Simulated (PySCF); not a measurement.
I2In, multiplicity 2. Atoms are numbered in the order given.

```xyz
3

In     0.0000     0.0000     0.9166
I      0.0000    -2.4359    -0.4237
I      0.0000     2.4359    -0.4237
```
Charge 0, spin multiplicity 2.

Coordinates come from a B3LYP-D3(BJ)/def2-SVP optimisation. The spin state was assumed, not searched. The isomer is the one that the SMILES or the coordinates give; other isomers of the formula were not compared. The def2 effective core potentials stand for the cores of I, In; spin–orbit coupling is left out.

The numbers are results of CAM-B3LYP/def2-TZVPD (PySCF), not measurements.

Mulliken values depend strongly on the basis, most of all with diffuse functions as here. ESP charges are fitted to the potential on shells at 1.4 to 2.0 van der Waals radii. Atomic charges (e):

| atom | ESP fit | Mulliken | Mulliken spin |
|---|---|---|---|
| In1 | ? | 0.53 | 0.45 |
| I2 | ? | -0.26 | 0.28 |
| I3 | ? | -0.26 | 0.28 |

**Question.** Fill in the missing entries. (Estimate from the structure and the level; the computed values follow.)

**Answer.** 
- In1, ESP fit: 0.39
- I2, ESP fit: -0.20
- I3, ESP fit: -0.20
